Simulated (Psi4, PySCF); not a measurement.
Internal rotation in SMILES c1(C(O)=O)ccc(s1)C=O (C6H4O3S). Scanned: dihedral O1–C2–C3–S10; all other coordinates were relaxed at GFN2-xTB. Points at φ and −φ are mirror images. Heavy atoms are numbered in the order of the SMILES O=Cc1ccc(C(=O)O)s1, hydrogens after them in the order of the atoms that carry them; the mirror image has the same energies with the sign of each dihedral reversed.

- RKS-B3LYP/3-21G = PySCF with restricted B3LYP/3-21G, density fitting // GFN2-xTB
- PBE-D3(BJ)/def2-SVP // GFN2-xTB (Psi4)

Energies relative to the lowest point of each profile, in kcal/mol:

```
φ / °  RKS-B3LYP/3-21G
-----  ---------------
-160               2.3
-140               5.5
-80               12.6
-40                5.1
-20                1.4
40                 5.1
60                 9.5
80                12.6
100               12.6
120                9.6
140                5.5
180                1.2
```

Problem. What does PBE-D3(BJ)/def2-SVP give at the same points?

Solution. -160: 1.7; -140: 4.5; -80: 11.2; -40: 4.4; -20: 1.2; 40: 4.4; 60: 8.3; 80: 11.2; 100: 11.3; 120: 8.2; 140: 4.5; 180: 0.7 (kcal/mol).
